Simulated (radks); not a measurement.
All-electron atom: Pb V in [Kr] 4d10 4f14 5s1 5p6 5d10 6s1 (not the ground configuration).

Method: scalar-relativistic Kohn-Sham, HCTH/407, spin-polarised, spherical densities, point nucleus; open shells are filled with parallel spins first (spin-orbit coupling, left out, can overturn this in heavy ions); computed with a radial shooting solver on a logarithmic mesh with Libxc functionals.

Energy parts (eV):
| part | energy |
|---|---|
| total | -568308.71 |
| kinetic | 642447.62 |
| electron-nucleus | -1415108.08 |
| Hartree | 215149.22 |
| exchange-correlation | -10797.47 |

Orbitals (lengths in bohr, moments of r in powers of bohr; r(90%) holds 90 % of the orbital's charge):
| orbital | occ. | eigenvalue (eV) | r(90%) |
|---|---|---|---|
| 1s up | 1 | -88169.79 | 0.0294 |
| 1s down | 1 | -88169.47 | 0.0294 |
| 2s up | 1 | -15825.32 | 0.105 |
| 2s down | 1 | -15825.12 | 0.105 |
| 2p up | 3 | -13585.22 | 0.100 |
| 2p down | 3 | -13585.02 | 0.100 |
| 3s up | 1 | -3840.946 | 0.256 |
| 3s down | 1 | -3840.752 | 0.256 |
| 3p up | 3 | -3198.570 | 0.264 |
| 3p down | 3 | -3198.374 | 0.264 |
| 3d up | 5 | -2544.152 | 0.248 |
| 3d down | 5 | -2543.958 | 0.248 |
| 4s up | 1 | -910.6533 | 0.550 |
| 4s down | 1 | -910.3518 | 0.550 |
| 4p up | 3 | -699.9511 | 0.593 |
| 4p down | 3 | -699.6044 | 0.593 |
| 4d up | 5 | -456.2741 | 0.640 |
| 4d down | 5 | -455.8348 | 0.639 |
| 5s up | 1 | -194.8442 | 1.20 |
| 5s down | 0 | -193.3130 | 1.20 |
| 4f up | 7 | -186.7196 | 0.715 |
| 4f down | 7 | -186.1638 | 0.714 |
| 5p up | 3 | -135.4203 | 1.38 |
| 5p down | 3 | -134.0657 | 1.38 |
| 5d up | 5 | -68.0775 | 1.81 |
| 5d down | 5 | -66.9292 | 1.81 |
| 6s up | 1 | -50.8478 | 2.77 |
| 6s down | 0 | -50.2737 | 2.85 |
| 6p down | 0 | -37.5959 | 3.28 |
| 6p up | 0 | -37.3560 | 3.36 |

The highest occupied level is 6s up at -50.848 eV. The configuration is held as typed, so some empty levels lie below it. The density falls to 0.001 e/bohr^3 at r = 3.20 bohr. Spin moment in Bohr magnetons: 2.
